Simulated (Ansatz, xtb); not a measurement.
# Relative energy of two isomers of C4H6B2Se

We compare a, `Bc1c[se]cc1B`, a singlet, with b, `Bc1ccc(B)[se]1`, a singlet. Both are isolated molecules in the gas phase, relaxed with B3LYP/def2-SVP; the shapes shown needn't be the lowest conformers.

a (Å):

```xyz
13

C    -1.1146   -0.1881    0.8161
C    -1.1433   -1.4213    1.4374
C     1.2296   -0.5665    0.9901
C     0.2456    0.3019    0.5597
B    -2.4444    0.5104    0.4738
B     0.6555    1.6269   -0.1109
Se    0.5543   -2.1184    1.7765
H    -2.4820    1.5855   -0.0670
H    -3.4816   -0.0400    0.7583
H    -2.0348   -1.9798    1.7250
H     2.3065   -0.4159    0.9067
H     1.8309    1.8736   -0.2433
H    -0.1571    2.4224   -0.5063
```

b (Å):

```yaml
atoms:
  - { symbol: C, position_ang: [-1.5107, -0.4457, 0.0522] }
  - { symbol: C, position_ang: [-1.5200, 0.1787, 1.3030] }
  - { symbol: C, position_ang: [-0.2903, 0.7127, 1.7363] }
  - { symbol: C, position_ang: [0.7894, 0.5531, 0.8627] }
  - { symbol: B, position_ang: [-2.6813, -1.1114, -0.6744] }
  - { symbol: B, position_ang: [2.2327, 1.0226, 1.0571] }
  - { symbol: Se, position_ang: [0.2186, -0.3633, -0.6726] }
  - { symbol: H, position_ang: [-3.7671, -1.1269, -0.1468] }
  - { symbol: H, position_ang: [-2.5364, -1.6177, -1.7594] }
  - { symbol: H, position_ang: [-2.4370, 0.2390, 1.8949] }
  - { symbol: H, position_ang: [-0.1679, 1.2245, 2.6944] }
  - { symbol: H, position_ang: [3.0743, 0.8186, 0.2178] }
  - { symbol: H, position_ang: [2.5281, 1.6073, 2.0713] }
```

**Question.** Estimate which is lower in electronic energy at CCSD(T)/def2-SVP + ΔMP2/def2-TZVPP, and by roughly how much.

**Answer.** The CCSD(T)/def2-SVP + ΔMP2/def2-TZVPP calculation puts structure b lower, by 6.8 kcal/mol.

The same difference at several levels:

```
                             level        geometry  E(b) − E(a) (kcal/mol)  departure from the last row (kcal/mol)  job, with rough time for the two
                          GFN2-xTB        GFN2-xTB                      −3.5                                    +3.3              optimisation, 0.18 s
                         HF/STO-3G        GFN2-xTB                      −3.6                                    +3.3              single point, 0.62 s
                r2SCAN-D4/def2-SVP        GFN2-xTB                      −8.6                                    −1.8               single point, 3.5 s
                    B3LYP/def2-SVP  B3LYP/def2-SVP                      −8.0                                    −1.2                optimisation, 33 s
                       HF/def2-SVP  B3LYP/def2-SVP                      −6.0                                    +0.9           part of the CCSD(T) run
                      MP2/def2-SVP  B3LYP/def2-SVP                      −8.5                                    −1.7           part of the CCSD(T) run
                  CCSD(T)/def2-SVP  B3LYP/def2-SVP                      −7.0                                    −0.2                      single point
CCSD(T)/def2-SVP + ΔMP2/def2-TZVPP  B3LYP/def2-SVP                      −6.8                                                        single point, 75 s
```

As drawn, both hold the same kinds of bond in the same numbers.

The levels shown agree on the order. The largest departure from CCSD(T)/def2-SVP + ΔMP2/def2-TZVPP is that of GFN2-xTB, 3.3 kcal/mol. The last row adds to CCSD(T) the change of the MP2 difference between the two basis sets, here +0.2 kcal/mol.

With thermal terms from frequencies at re-optimised GFN2-xTB minima (ideal gas, soft modes damped towards free rotors, one conformer each, 298.15 K, 1 atm): the zero-point term adds +0.2 kcal/mol; ΔH is −6.6 and ΔG −6.3 kcal/mol.

The correlated steps freeze 15 core orbitals; the filled d shell of Se is correlated, in a basis made for valence electrons. Programs: Ansatz 0.2.0, xtb 6.7.1; the last row on 2 threads of AMD EPYC 9R45 96-Core Processor (Zen 5) on a shared host.
